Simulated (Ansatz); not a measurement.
Geometry optimisation, RHF/def2-SVP in Ansatz.

The input (input.yaml):

```yaml
crystal:
  periodic: [false, false, false]
  atoms:
    - { symbol: Ge, position_ang: [-0.043947, -0.537419, 0.070833] }
    - { symbol: H, position_ang: [0.999977, 0.636177, 2.334847] }
    - { symbol: H, position_ang: [1.080055, 0.143482, -0.693973] }
    - { symbol: H, position_ang: [-1.170383, 0.395388, 0.486629] }
    - { symbol: O, position_ang: [-0.76642, -1.879894, -0.988274] }
    - { symbol: H, position_ang: [-1.389067, -1.823338, -1.698103] }
    - { symbol: O, position_ang: [0.397552, -1.824324, 1.158813] }
    - { symbol: Al, position_ang: [-0.252334, -3.281611, 0.358605] }
    - { symbol: H, position_ang: [0.795067, -4.257588, -0.319181] }
    - { symbol: H, position_ang: [-1.613885, -3.863493, 0.933433] }
    - { symbol: H, position_ang: [1.002785, -0.074981, 2.382172] }
basis:
  gaussian: { orbitals: def2-SVP }
hamiltonian:
  xc: hf
relax:
  f_tol: 0.03
  max_steps: 50
```

Run as:

```bash
$ ansatz run input.yaml --threads 2 --pin off --max-ram 3072MiB --backend cpu --events-out ev --progress --plain --runs-dir out
```

Problem. Where does it end, and by what steps?

Solution. The forces met the threshold. The force dipped under the threshold on the way, but the program's further checks kept it going. After 28 steps the energy has fallen by 0.150 eV; H2 moved furthest, 1.45 Å.

| step | energy less start (eV) | largest force component (eV/Å) | accepted |
| --- | --- | --- | --- |
| 0 | 0.0000 | 1.629 | yes |
| 1 | -0.0972 | 0.350 | yes |
| 2 | -0.1279 | 0.127 | yes |
| 3 | -0.1364 | 0.039 | yes |
| 4 | -0.1334 | 0.185 | no |
| 5 | -0.1388 | 0.138 | yes |
| 6 | -0.1404 | 0.043 | yes |
| 7 | -0.1408 | 0.168 | yes |
| 8 | -0.1412 | 0.093 | yes |
| 9 | -0.1417 | 0.052 | yes |
| 10 | -0.1422 | 0.221 | yes |
| 11 | -0.1430 | 0.141 | yes |
| 12 | -0.1438 | 0.081 | yes |
| 13 | -0.1448 | 0.109 | yes |
| 14 | -0.1420 | 0.487 | no |
| 15 | -0.1456 | 0.134 | yes |
| 16 | -0.1459 | 0.197 | yes |
| 17 | -0.1466 | 0.116 | yes |
| 18 | -0.1473 | 0.032 | yes |
| 19 | -0.1482 | 0.052 | yes |
| 20 | -0.1479 | 0.216 | no |
| 21 | -0.1488 | 0.071 | yes |
| 22 | -0.1490 | 0.125 | yes |
| 23 | -0.1494 | 0.053 | yes |
| 24 | -0.1497 | 0.022 | yes |
| 25 | -0.1500 | 0.032 | yes |
| 26 | -0.1501 | 0.039 | yes |
| 27 | -0.1502 | 0.036 | yes |
| 28 | -0.1502 | 0.026 | yes |

```xyz
11
Properties=species:S:1:pos:R:3
Ge -0.349 -0.464 -0.425
H 1.669 0.258 3.570
H 0.700 0.150 -1.344
H -1.566 0.426 -0.205
O -0.910 -2.080 -1.149
H -1.335 -2.291 -1.967
O 0.203 -1.396 0.901
Al -0.225 -3.076 0.453
H 0.961 -4.006 -0.037
H -1.476 -3.711 1.189
H 1.368 -0.177 3.039
```

Whether the end is a true minimum wasn't checked by a vibrational analysis.

Time of the run: 40 s on 2 threads of Arm Neoverse V2, on a shared host, peak memory 0.25 GiB.
